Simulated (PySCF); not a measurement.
# PBE0 on N³⁺ (nitrogen, charge +3)

Configuration: [He] 2s2, closed-shell 1S. All numbers are calculated (PySCF 2.14, the non-relativistic Hamiltonian (point nucleus), in aug-cc-pwCVDZ).

```
Total energy                                     : -51.1367 hartree
One-electron energy                              : -60.3856 hartree
Hartree (Coulomb) energy                         : 14.4369 hartree
Exchange-correlation energy                      : -5.1880 hartree
Kinetic energy                                   : 50.95185 hartree
⟨S²⟩                                             : 0.0000
⟨L²⟩                                             : 0.000
Sum of ⟨r⟩                                       : 2.676 bohr
Sum of ⟨r²⟩                                      : 3.037 bohr²
Density at the nucleus (Gaussians lack the cusp) : 202 bohr⁻³
Langevin diamagnetic susceptibility              : -2.41 ×10⁻⁶ cm³/mol
```

```csv
shell,electrons,mean orbital energy (hartree),"rms radius, mean of both spins (bohr)"
1s,2,-16.95772,0.265
2s,2,-2.57664,1.20
```
